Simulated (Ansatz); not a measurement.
Frontier orbitals of ClGeH₇Si₂ (`[SiH3][GeH]([SiH3])[Cl]`).

```csv
atom,x (Å),y (Å),z (Å)
Si1,-0.2443,1.6229,-1.2395
Ge2,-0.3861,0.2883,0.7296
Si3,0.7675,-1.7954,0.6463
Cl4,-2.4965,-0.2187,0.9425
H5,-1.1015,2.8262,-1.0940
H6,1.1686,2.0378,-1.4505
H7,-0.6984,0.8128,-2.3978
H8,-0.0314,1.0919,1.9963
H9,0.2989,-2.5522,-0.5419
H10,0.4945,-2.5708,1.8825
H11,2.2286,-1.5428,0.5266
```

The species carries charge 0 and has multiplicity 1. Correlated methods include outer-core shells of Ge, which these sets cover unevenly. Scalar relativity is left out up to krypton. The structure was optimised at the PBE0-D4/def2-TZVP level. Basis def2-TZVPP, Ansatz.

```csv
functional,HOMO (eV),LUMO (eV),gap (eV)
PBE,-6.66,-1.78,4.88
PBE0,-7.78,-0.94,6.84
r2SCANh,-7.34,-1.28,6.06
r2SCAN0,-7.95,-0.84,7.11
ωB97M-V,-9.76,0.92,10.68
```

From PBE to PBE0 the HOMO moves by −1.12 eV and the LUMO by +0.84 eV, and with ωB97M-V by −3.09 and +2.70 eV, so the gap grows from 4.89 to 10.68 eV with exact exchange. A positive LUMO is unbound and depends on the basis.
